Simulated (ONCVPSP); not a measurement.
# Pseudopotential generation for Ag: ONCV, PBE, scalar-relativistic.

ONCVPSP 4.0.1 was run on this input:

```
# ATOM AND REFERENCE CONFIGURATION
# atsym  z   nc   nv     iexc    psfile
  Ag 47.00    6    4        4      upf
#
#   n    l    f
    1    0    2.00
    2    0    2.00
    2    1    6.00
    3    0    2.00
    3    1    6.00
    3    2   10.00
    4    0    2.00
    4    1    6.00
    4    2   10.00
    5    0    1.00
#
# PSEUDOPOTENTIAL AND OPTIMIZATION
# lmax
    2
#
#   l,   rc,      ep,       ncon, nbas, qcut
    0    1.50    0.00    4    9   10.40
    1    1.50    0.00    3    8   11.00
    2    1.30    0.00    4    8    8.80
#
# LOCAL POTENTIAL
# lloc, lpopt,  rc(5),   dvloc0
    4    4    1.25   -1.00
#
# VANDERBILT-KLEINMAN-BYLANDER PROJECTORs
# l, nproj, debl
    0    2    2.10
    1    2    2.50
    2    2    1.60
#
# MODEL CORE CHARGE
# icmod, fcfact, rcfact
    0    0.00    0.00
#
# LOG DERIVATIVE ANALYSIS
# epsh1, epsh2, depsh
   -5.00    5.00    0.04
#
# OUTPUT GRID
# rlmax, drl
    6.00    0.01
#
# TEST CONFIGURATIONS
# ncnf
    4
# nvcnf
#   n    l    f
    4
    4    0    2.00
    4    1    6.00
    4    2   10.00
    5    0    0.00
#
    4
    4    0    2.00
    4    1    6.00
    4    2    9.00
    5    0    0.00
#
    4
    4    0    2.00
    4    1    6.00
    4    2    8.00
    5    0    0.00
#
    4
    4    0    2.00
    4    1    6.00
    4    2    7.00
    5    0    0.00
#
```

Command:

```bash
oncvpsp.x < Ag.dat > Ag.out
```

Resulting log (shortened: citation, most of the input echo, consistency checks and plot data are left out):

```
ONCVPSP  (Optimized Norm-Conservinng Vanderbilt PSeudopotential)
scalar-relativistic version 4.0.1

#   n    l    f        energy (Ha)
    1    0    2.00    -9.3087679E+02
    2    0    2.00    -1.3705765E+02
    2    1    6.00    -1.2293436E+02
    3    0    2.00    -2.5126150E+01
    3    1    6.00    -2.0487494E+01
    3    2   10.00    -1.3173800E+01
    4    0    2.00    -3.4930888E+00
    4    1    6.00    -2.1523078E+00
    4    2   10.00    -2.7354493E-01
    5    0    1.00    -1.6188004E-01

Reference configufation results
  iterations    31
  all-electron total energy (Ha)   -5.31603482D+03

Begin loop to  construct optimized pseudo wave functions
and semi-local pseudopoentials for all angular momenta

Calculating optimized projector #   1

 for l=   0

    Fraction of norm inside rc  0.955528
    Optimizing pswf for qcut=  10.41 a_B^-1,  ecut=  54.18 Ha
    Residual kinetic energy error=  1.30D-08 Ha

    Energy error per electron        Cutoff
         Ha          eV             Ha
         0.01000     0.27211       25.17
         0.00100     0.02721       32.41
         0.00010     0.00272       38.29
         0.00001     0.00027       43.17

Calculating optimized projector #   2

 for l=   0

    Fraction of norm inside rc  0.046195
    Optimizing pswf for qcut=  10.41 a_B^-1,  ecut=  54.18 Ha
    Residual kinetic energy error=  8.17D-09 Ha

    Energy error per electron        Cutoff
         Ha          eV             Ha
         0.01000     0.27211       18.34
         0.00100     0.02721       28.03
         0.00010     0.00272       35.45
         0.00001     0.00027       41.47

   Wellstate for l =  1  n =  5
     eigenvalue =   0.3477
     asymptotic potential =   0.8477
     half-point radius =  3.1617

Calculating optimized projector #   1

 for l=   1

    Fraction of norm inside rc  0.908919
    Optimizing pswf for qcut=  10.99 a_B^-1,  ecut=  60.42 Ha
    Residual kinetic energy error=  1.61D-08 Ha

    Energy error per electron        Cutoff
         Ha          eV             Ha
         0.01000     0.27211       14.47
         0.00100     0.02721       31.96
         0.00010     0.00272       40.72
         0.00001     0.00027       47.09

Calculating optimized projector #   2

 for l=   1

    Fraction of norm inside rc  0.070508
    Optimizing pswf for qcut=  10.99 a_B^-1,  ecut=  60.42 Ha
    Residual kinetic energy error=  6.37D-09 Ha

    Energy error per electron        Cutoff
         Ha          eV             Ha
         0.01000     0.27211       12.18
         0.00100     0.02721       25.06
         0.00010     0.00272       37.61
         0.00001     0.00027       45.39

   Wellstate for l =  2  n =  5
     eigenvalue =   1.3265
     asymptotic potential =   1.8265
     half-point radius =  2.8546

Calculating optimized projector #   1

 for l=   2

    Fraction of norm inside rc  0.520647
    Optimizing pswf for qcut=   8.81 a_B^-1,  ecut=  38.83 Ha
    Residual kinetic energy error=  7.76D-05 Ha

    Energy error per electron        Cutoff
         Ha          eV             Ha
         0.01000     0.27211       25.45
         0.00100     0.02721       32.11
         0.00010     0.00272       38.52
         0.00001     0.00027      110.87

Calculating optimized projector #   2

 for l=   2

    Fraction of norm inside rc  0.139875
    Optimizing pswf for qcut=   8.81 a_B^-1,  ecut=  38.83 Ha
    Residual kinetic energy error=  7.33D-05 Ha

    Energy error per electron        Cutoff
         Ha          eV             Ha
         0.01000     0.27211       24.57
         0.00100     0.02721       31.99
         0.00010     0.00272       38.14
         0.00001     0.00027       56.40

Construct Vanderbilt / Kleinmman-Bylander projectors

B matrix Hermiticity error, ll=   0
   1   2    3.8529E-04

  Orthonormal projector coefficients  1.1850E+01  1.0424E+00

B matrix Hermiticity error, ll=   1
   1   2    3.5223E-04

  Orthonormal projector coefficients  4.6626E+00  6.4286E-01

B matrix Hermiticity error, ll=   2
   1   2    2.3143E-04

  Orthonormal projector coefficients -1.3892E+00  1.2940E+00

Pseudoatom total energy -146.945873

Diagnostic tests using Vanderbilt-Kleinman-Bylander pseudopotentials
  1 or more projectors used as specified by nproj input data

   l    rcore       rmatch      e in        delta e   norm test  slope test

   0   1.5089259   1.5547402  -3.4930888   0.0000104   1.0002081   1.0001937
   0   1.5089259   1.5547402  -0.1618800   0.0000049   1.0000484   1.0000347

   1   1.5089259   1.5547402  -2.1523078   0.0000043   1.0001619   1.0001694
   1   1.5089259   1.5547402   0.3476922   0.0000565   1.0003815   1.0003815

   2   1.3071228   1.3468098  -0.2735449   0.0000338   1.0001336   1.0002317
   2   1.3071228   1.3468098   1.3264551   0.0001052   1.0002570   1.0002570

 Testing for bound ghosts
   n   l    E NL Schr. Eq   E Basis Diag.   E Cutoff

   1   0       -3.493078       -3.493078    154.15
   2   0       -0.161875       -0.071847    154.15

   2   1       -2.152304       -2.152297    133.56

   3   2       -0.273511       -0.262830    201.36

 Testing for highly-localized positive-energy ghosts
       l    <radius>/rc     E Basis Diag.   E Cutoff

Test configuration 0

   n   l     f        eae           eps        diff
   1   0  2.0000 -930.87678786
   2   0  2.0000 -137.05765162
   2   1  6.0000 -122.93436299
   3   0  2.0000  -25.12614981
   3   1  6.0000  -20.48749408
   3   2 10.0000  -13.17380009
   4   0  2.0000   -3.49308877   -3.49307839    1.04D-05
   4   1  6.0000   -2.15230783   -2.15230355    4.28D-06
   4   2 10.0000   -0.27354493   -0.27351109    3.38D-05
   5   0  1.0000   -0.16188004   -0.16187518    4.86D-06

    Total energies and differences
      AE_ref= -5.31603482D+03  AE_tst= -5.31603482D+03  dif=  0.00D+00
      PS_ref= -1.46945873D+02  PS_tst= -1.46945873D+02  dif=  6.25D-13
      PSP excitation error= -6.25D-13

Test configuration 1

   n   l     f        eae           eps        diff
   1   0  2.0000 -931.17794105
   2   0  2.0000 -137.35471882
   2   1  6.0000 -123.23165041
   3   0  2.0000  -25.42459222
   3   1  6.0000  -20.78592568
   3   2 10.0000  -13.47187614
   4   0  2.0000   -3.79534359   -3.79555595   -2.12D-04
   4   1  6.0000   -2.45573665   -2.45582926   -9.26D-05
   4   2 10.0000   -0.57471253   -0.57466830    4.42D-05

    Total energies and differences
      AE_ref= -5.31603482D+03  AE_tst= -5.31574974D+03  dif=  2.85D-01
      PS_ref= -1.46945873D+02  PS_tst= -1.46660742D+02  dif=  2.85D-01
      PSP excitation error= -5.24D-05

Test configuration 2

   n   l     f        eae           eps        diff
   1   0  2.0000 -931.71426486
   2   0  2.0000 -137.89520165
   2   1  6.0000 -123.77184656
   3   0  2.0000  -25.96282433
   3   1  6.0000  -21.32416253
   3   2 10.0000  -14.01061277
   4   0  2.0000   -4.32171691   -4.32176004   -4.31D-05
   4   1  6.0000   -2.97584812   -2.97588105   -3.29D-05
   4   2  9.0000   -1.06173819   -1.06169991    3.83D-05

    Total energies and differences
      AE_ref= -5.31603482D+03  AE_tst= -5.31493707D+03  dif=  1.10D+00
      PS_ref= -1.46945873D+02  PS_tst= -1.45848038D+02  dif=  1.10D+00
      PSP excitation error= -8.25D-05

Test configuration 3

   n   l     f        eae           eps        diff
   1   0  2.0000 -932.32996728
   2   0  2.0000 -138.51675968
   2   1  6.0000 -124.39310896
   3   0  2.0000  -26.57836582
   3   1  6.0000  -21.93971211
   3   2 10.0000  -14.62717815
   4   0  2.0000   -4.91358089   -4.91345529    1.26D-04
   4   1  6.0000   -3.55868593   -3.55861201    7.39D-05
   4   2  8.0000   -1.60745893   -1.60726420    1.95D-04

    Total energies and differences
      AE_ref= -5.31603482D+03  AE_tst= -5.31360700D+03  dif=  2.43D+00
      PS_ref= -1.46945873D+02  PS_tst= -1.44517916D+02  dif=  2.43D+00
      PSP excitation error= -1.38D-04

Test configuration 4

psatom: WARNING lschvkbb convergence error n,l,iter=   2   0   5
ea(ii),et,emin,emax -1.922314E-01 -2.114545E-01 -2.114545E-01 -2.114545E-01
run_config: WARNING for fully non-local PS atom, stg. 1
 WARNING no output for configuration 5
```

The run took about 3.2 s on one core of a shared server CPU.
